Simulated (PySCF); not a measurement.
Question: What does the PBE0-D3(BJ)/def2-SVP structure of `O[SiH]1CC1` look like in three dimensions?

Answer: 
```
atom  x, y, z in Å
O1     2.1890    0.2307   -0.2301
Si2    0.7103    0.3050    0.5225
C3    -0.6718   -0.8705    0.2021
C4    -0.8836    0.5785   -0.3596
H5     2.2122   -0.0864   -1.1370
H6     0.9402    0.8592    1.8724
H7    -0.5659   -1.6541   -0.5584
H8    -1.3398   -1.1874    1.0120
H9    -0.9133    0.6598   -1.4532
H10   -1.6782    1.1739    0.1063
```

Orientation and origin are arbitrary. Atoms count from 1 in this order. The 3-membered ring Si2–C3–C4 has internal angles of 50.4° to 64.8°. Si2 (oxygen-bound silicon) has angles from 50.4° to 124.1°. O1 (silanol oxygen) is bent (angle 117.6°).

Bonds between heavy atoms (Å): O1–Si2 1.661, Si2–C3 1.842, C3–C4 1.568, Si2–C4 1.842.

Theory: PBE0-D3(BJ)/def2-SVP geometry optimisation, gas phase (PySCF).

Point group: Cs (tolerance 0.08 Å). No frequency check. The numbers are those of one conformer (H–O1–Si2–C3 33°).

Hardware: an Arm Neoverse V2 with one thread (shared host). Cost: 9.5 s. These figures are those of the optimisation.
